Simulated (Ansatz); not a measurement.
A single point on Cl$_{2}$GeH$_{5}$NSi (`Cl[SiH2][NH][GeH2][Cl]`).

```yaml
crystal:
  periodic: [false, false, false]
  atoms:
    - {symbol: Cl, position_ang: [-2.485524, -1.796997, 0.055731]}
    - {symbol: Si, position_ang: [-0.716684, -1.103733, 0.860753]}
    - {symbol: N, position_ang: [0.345915, -0.480343, -0.320677]}
    - {symbol: Ge, position_ang: [0.574002, 1.272926, -0.768877]}
    - {symbol: Cl, position_ang: [2.356579, 2.031635, 0.185762]}
    - {symbol: H, position_ang: [-0.109347, -2.260938, 1.552601]}
    - {symbol: H, position_ang: [-1.069293, 0.000179, 1.778891]}
    - {symbol: H, position_ang: [0.898876, -1.135311, -0.854268]}
    - {symbol: H, position_ang: [-0.608386, 2.067843, -0.215247]}
    - {symbol: H, position_ang: [0.813874, 1.404748, -2.274668]}
basis:
  gaussian: {orbitals: def2-QZVPP}
correlation: {method: mp2}
```

```sh
$ ansatz run in.yaml --threads 2 --pin off --events-out ev --progress --plain --max-ram 32768MiB --backend cuda --devices 0, --max-vram 18GiB
```

Output, abridged:

```
Functional definition: HF
  name "HF"
  cite "Fock, Z. Phys. 61, 126 (1930) doi:10.1007/BF01340294"
  parent pbe
  exchange = exact_x
  correlation = 0
3050 factors; integrals over basis functions are off by at most 1.0e-3 eV
mean field evaluation 1: about -90908.1469 eV, gradient 3.9e1 eV
mean field evaluation 2: about -90908.3317 eV, gradient 4.0e1 eV
mean field evaluation 4: about -90911.8730 eV, gradient 4.0e0 eV
mean field evaluation 8: about -90911.9302 eV, gradient 2.5e-1 eV
mean field -90911.93052025 eV, -3340.9518242995 hartree, gradient 2.5e-6 eV, S^2 0.000000; 0 other end points of the search recorded, 0 dependent functions left out
25 core orbitals not correlated: weight in the atoms' cores, before any rotation towards them, 1.000 or more for the frozen orbitals, at most 0.000 for the correlated occupied ones
reference -90911.93052025 eV, -3340.9518242995 hartree; 21, 21 occupied and 460, 460 virtual orbitals, 3050 factors
second order -35.13601813 eV of doubles, -0.00000000 eV of singles
Total energy: -90947.06653838 eV, -3342.2430491496 hartree
```

It took 9.5 s on 2 threads of an AMD EPYC 7R13 on a shared host and a share of an NVIDIA H100 80 GB, with 1.1 GiB of host memory at the peak.
